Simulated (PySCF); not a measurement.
# Ni²⁺: excitation energy

Ni²⁺ [Ar] 3d8 (3F) → Ni²⁺ [Ar] 3d7 4s1 (5F), as a difference of total energies. Calculation: PySCF 2.14, in dyall-av2z (16s12p7d2f, 101 functions); no relativity, point nucleus. Correlated levels: valence: [Ar] frozen; virtual orbitals above 40 to 60 times the deepest correlated orbital energy dropped. The calculations carry no spin-orbit coupling.

```json
{"method": "UHF", "excitation energy (eV)": "5.738"}
{"method": "LDA", "excitation energy (eV)": "7.560"}
{"method": "PBE", "excitation energy (eV)": "7.357"}
{"method": "PBE0", "excitation energy (eV)": "7.188"}
{"method": "r2SCAN", "excitation energy (eV)": "7.231"}
{"method": "MN15", "excitation energy (eV)": "8.492"}
{"method": "PBEsol", "excitation energy (eV)": "7.449"}
{"method": "BP86", "excitation energy (eV)": "7.439"}
{"method": "r2SCAN0", "excitation energy (eV)": "7.081"}
{"method": "MP2 (valence)", "excitation energy (eV)": "7.244"}
{"method": "SCS-MP2 (valence)", "excitation energy (eV)": "7.351"}
```

Question: How much does correlation contribute at MP2 (valence)?

Answer: 7.244 − (5.738) = 1.506 eV, measured against UHF.

A first-order spin-orbit estimate (lowest level to lowest level, LS coupling) adds -0.011 eV.
